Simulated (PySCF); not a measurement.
**How methods differ on the ionisation energy of Cd**

Cd [Kr] 4d10 5s2 → Cd+ [Kr] 4d10 5s1 [5s1/2^1, M_J = 1/2], as a difference of total energies. Computed with PySCF 2.14 in x2c-TZVPall-2c, with the two-component X2C-1e Hamiltonian. Correlated levels: [Ar] 3d10 frozen; the 6 highest virtual spinors dropped. "Screened" scales the spin-orbit matrix elements by Boettger's factors to mimic the two-electron term; Breit and QED terms are absent.

| method | ionisation energy (eV) |
| --- | --- |
| GHF (spin-free) | 7.331 |
| GMP2 (spin-free) | 8.575 |
| GHF (screened spin-orbit) | 7.333 |
| GMP2 (screened spin-orbit) | 8.577 |

**Question.** How much does correlation contribute at GMP2 (screened spin-orbit)?

**Answer.** 8.577 − (7.333) = 1.244 eV, measured against GHF (screened spin-orbit).

Errors of the correlated levels include the incompleteness of this basis and the frozen core.

MP2 underrates the near-degeneracy of ns² with np² in the lower species.

For comparison: 8.994 eV (measured; NIST Atomic Spectra Database, ionization energies).
